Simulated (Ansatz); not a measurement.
Consider the formal exchange of groups at a C–C bond: `CCCCCCCBr` + `[AlH3]` → `[AlH2][CH2]CBr` + `CCCCC`.

Computed with Ansatz on PBE0-D4/def2-TZVP structures; ΔE is electronic, products minus reactants. CBS: MP2 limit from def2 TZ/QZ plus the TZ coupled-cluster correction, frozen cores. This one scheme is used for every species. Functionals use def2-TZVPP. B3LYP here is the variant with VWN-RPA as its local correlation; programs differ in this. For Br outer-core shells are correlated without core-valence functions, which leaves a few kJ/mol of doubt a bond. Scalar relativity is left out up to krypton. Each species was taken in one conformer, which may not be the lowest.

```tsv
level	ΔE (kcal/mol)
r2SCAN-D4	-9.4
PBE0-D4	-8.4
PBE	-11.0
PBE0	-9.9
B3LYP	-11.0
SCS-MP2/def2-TZVPP	-6.7
HF/def2-QZVPP	-8.2
CCSD/CBS(def2)	-7.3
```

Problem. What does CCSD(T)/CBS give? (Estimate.)

Solution. Computed: -7.2 kcal/mol. The listed levels differ from it by -2.2, -1.2, -3.8, -2.7, -3.8, 0.5, -1.0, -0.1 kcal/mol.

Largest T1 diagnostic among the species: 0.009.

The D4 term adds +2.3 kcal/mol with B3LYP and +1.4 kcal/mol with PBE0; it sums over pairs of atoms, weighted by their polarisabilities, and B3LYP, whose exchange is more repulsive, gets the larger term. From PBE to PBE0 (25 % exact exchange), in def2-TZVPP and without D4, ΔE moves by +1.1 kcal/mol.
